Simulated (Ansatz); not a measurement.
The cluster Ba2Te3, relaxed as a singlet with RKS PBE0-D4/def2-SVP in Ansatz, starting from the GFN1-xTB geometry. Force threshold 0.02 eV/Å.

In the def2 sets Ba, Te take a core potential; there is no spin–orbit coupling. The structure comes from a short search, and lower isomers may exist.

Start:

```tsv
atom	x (Å)	y (Å)	z (Å)
Ba1	0.3826	0.0366	-3.1784
Ba2	-1.0000	-0.6489	1.7126
Te3	0.6289	-3.1080	1.0516
Te4	0.8312	1.9887	1.2773
Te5	-0.8427	1.7315	-0.8631
```

Task: Estimate the energy that the relaxation releases and the steps that it takes.

Result: 75.2 kcal/mol, in 12 steps; 32 s on 4 threads of Intel Xeon 6975P-C on a shared host. No frequencies were taken in this run, so the end may be a saddle point.

Task: Does the start keep its bonding?

Result: Bonds formed: Ba1–Te3, Ba1–Te4 (atoms count from 1). Metal–metal contacts that move far: Ba1–Ba2 5.13 to 4.17 Å. The end is the same structure that another start reached, the lowest one found.

Task: Predict the relaxed structure.

Result: 
```tsv
atom	x (Å)	y (Å)	z (Å)
Ba1	1.034	-0.335	-1.832
Ba2	-0.943	-0.503	1.840
Te3	0.314	-2.763	0.042
Te4	1.019	1.947	0.638
Te5	-1.423	1.654	-0.689
```
Bond lengths (bridged metal pairs left out): 6 × Ba–Te 3.15 to 3.36 Å; 1 × Te–Te 2.79 Å.
